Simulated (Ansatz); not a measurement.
Task: Name a neutral molecule of C, F and H with HOMO energy (B3LYP/def2-TZVPP) between -6.70 and -6.40 eV and size of the dipole moment (PBE/def2-TZVPP) between 0.35 and 0.65 D (Ansatz, PBE0-D4/def2-TZVP geometry).

Result: `F/C=C(/F)C=C(F)F` (-6.65 eV, 0.56 D). Other molecules can fit too; these were computed, each in one conformer that needn't be the lowest.

B3LYP here is the variant with VWN-RPA as its local correlation; programs differ in this.
